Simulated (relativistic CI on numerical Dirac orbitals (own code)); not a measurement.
## d1 to d9 in one tetrahedral field

Computed with a parametric ligand-field model without spin-orbit coupling, by exact diagonalisation: B = 780, C = 3640, 10Dq = -5800 cm⁻¹ (Td; |10Dq|/B = 7.4) for every shell. Energies in cm⁻¹; the field energy is (0.6 n_e − 0.4 n_t2) × 10Dq of the ground term; g labels are left out.

| Shell | Ground term | Electrons in e | Field energy | First spin-allowed bands | Lowest term of other spin |
| --- | --- | --- | --- | --- | --- |
| d1 | 2E | 1.000 | -3480 | 2T2 5800 |  |
| d2 | 3A2 | 2.000 | -6960 | 3T2 5800, 3T1 9830 | 1E 12956 |
| d3 | 4T1 | 1.904 | -4082 | 4T2 4987, 4A2 10787 | 2E 10786 |
| d4 | 5T2 | 2.000 | -2320 | 5E 5800 | 3T1 13943 |
| d5 | 6A1 | 2.000 | 0 | none | 4T1 22484 |
| d6 | ? | ? | ? | ? | ? |
| d7 | 4A2 | 4.000 | -6960 | 4T2 5800, 4T1 9830 | 2E 15977 |
| d8 | 3T1 | 3.904 | -4082 | 3T2 4987, 3A2 10787 | 1T2 12309 |
| d9 | 2T2 | 4.000 | -2320 | 2E 5800 |  |

(1) Fill in the row of d6.

## Answers

(1) Ground term: 5E; Electrons in e: 3.000; Field energy: -3480; First spin-allowed bands: 5T2 5800; Lowest term of other spin: 3T1 14431. Every shell keeps the spin of the free ion. Tetrahedral fields of 3d complexes are almost always too weak to pair spins. High-spin d^(n+5) repeats the spin-allowed bands of d^n, since the half-filled shell is spherical.
